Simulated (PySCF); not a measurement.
**Dipole response of Ne²⁺ (neon, charge +2)**

[He] 2s2 2p4, high-spin 3P determinant. Computed with PySCF 2.14 in def2-TZVPPD (6s4p3d1f, 40 functions), with the non-relativistic Hamiltonian (point nucleus). Coupled (time-dependent) response in atomic units; α is the mean over directions.

| method | mean α (bohr³) | α xx, yy, zz | C₆ (like pair) | S(−4) |
| --- | --- | --- | --- | --- |
| UHF | 0.8106 | 0.8842, 0.6633, 0.8842 | 0.9982 | 0.3563 |
| PBE | 0.8539 | 0.9188, 0.7240, 0.9188 | 1.072 | 0.3920 |
| PBE0 | 0.8379 | 0.9050, 0.7038, 0.9050 | 1.046 | 0.3768 |
| M06-L | 0.8494 | 0.9350, 0.6782, 0.9350 | 1.052 | 0.4359 |
| wB97M-V | 0.8463 | 0.9136, 0.7118, 0.9136 | 1.063 | 0.3764 |

S(−4) is the Cauchy moment in α(ω) = α(0) + S(−4) ω² + …

α(iu) at M06-L:

```tsv
u (hartree)	α(iu) (bohr³)
0	0.8494
0.0500	0.8483
0.100	0.8451
0.200	0.8327
0.300	0.8135
0.500	0.7625
0.750	0.6905
1.00	0.6213
1.50	0.5039
2.00	0.4126
3.00	0.2856
5.00	0.1536
```

A single London oscillator, α(iu) = α/(1 + u²/ω²), gives C₆ = (3/4) ω α². Matching the computed C₆ needs ω = 4 × 1.052 / (3 × 0.8494²) = 1.94 hartree.

For an ion, C₆ is the dispersion term alone; charge-induced terms of lower order in 1/R come first.

The components differ because the open shell of this determinant is not spherical; for a pure term their mean is the scalar polarisability.
